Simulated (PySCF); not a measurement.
A structure optimised at PBE0-D3(BJ)/def2-SVP (Å):
```
atom  x, y, z in Å
B1     1.6802    0.4003   -0.6691
C2     0.6853   -0.7065   -0.2131
C3    -0.4360   -0.2922    0.7181
C4    -1.4768    0.5837    0.0531
Cl5   -1.2527   -1.7618    1.3977
H6     2.4957    0.1486   -1.5262
H7     1.7029    1.4965   -0.1527
H8     0.2929   -1.2745   -1.0762
H9     1.3498   -1.4391    0.2943
H10   -0.0196    0.2210    1.5975
H11   -2.2802    0.8472    0.7547
H12   -1.0079    1.5159   -0.3017
H13   -1.9243    0.0671   -0.8095
```

Charge 0, singlet.

Problem. Read off the bonds between heavy atoms and their formal orders.

Solution. B1–C2 1.56 Å (single); C2–C3 1.52 Å (single); C3–C4 1.51 Å (single); C3–Cl5 1.81 Å (single). Bonds to hydrogen (Å): B1–H6 1.21; B1–H7 1.21; C2–H8 1.11; C2–H9 1.11; C3–H10 1.10; C4–H11 1.10; C4–H12 1.10; C4–H13 1.10.

Problem. Give the structure as a SMILES string.

Solution. `BC[C@@H](C)Cl`, C3H8BCl. Among its features: C–Cl bond and three-coordinate boron.

Problem. What is the point group of this geometry?

Solution. C1 (no symmetry element, even within 0.4 Å).

Problem. Describe the place of each heavy atom.

Solution. B1: three-coordinate boron; C2: sp3 carbon bound to boron; C3: sp3 C–Cl carbon; C4: methyl carbon; Cl5: alkyl chlorine.

Problem. What is the arrangement about B1?

Solution. It has 3 neighbours (C2, H6, H7) and is planar (angles 122.0°, 119.4° and 118.5°, sum 359.9°, 0.02 Å off the plane of its three neighbours).

Problem. What is the arrangement about C2?

Solution. It has 4 neighbours (B1, C3, H8, H9) and is distorted tetrahedral (angles from 102.7° to 117.3°).

These are computed values.
